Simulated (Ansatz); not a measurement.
A structure relaxed at PBE-D4/def2-TZVPD in Ansatz, charge -1, doublet:

```tsv
atom	x (Å)	y (Å)	z (Å)
Ni1	-1.193	-0.081	-0.188
Ni2	1.115	-0.438	0.175
H3	-2.196	0.962	-0.747
H4	2.501	0.235	-0.007
H5	0.034	0.674	0.446
H6	-0.260	-1.352	0.321
```

(1) Give its formula and point group.

(2) Summarise the bond lengths by kind (pairs closer than 1.2 times the sum of covalent radii, bridged metal pairs left out).

## Answers

(1) Ni₂H₄⁻. Point group Cs (tolerance 0.1 Å).

(2) 6 × H–Ni 1.55 to 1.66 Å.

The highest occupied level of the charge -1 doublet lies above zero (up to 0.37 eV). By energy differences its removal costs 2.67 eV (vertical, to the charge 0 triplet, at PBE-D4/def2-TZVPD); a positive level beside a positive removal energy at the same level points to self-interaction error. The relaxation made no stability test and no search for a lower SCF solution. The order of the spin states hangs on the level: the quartet lies 0.05 eV below the doublet at PBE0-D4/def2-TZVPD, but 0.57 eV above it at PBE-D4/def2-TZVPD. The doublet is doubtful at PBE0-D4/def2-TZVPD (⟨S²⟩ 1.46, where a pure state has 0.75). The structure comes from a short search, and lower isomers may exist.
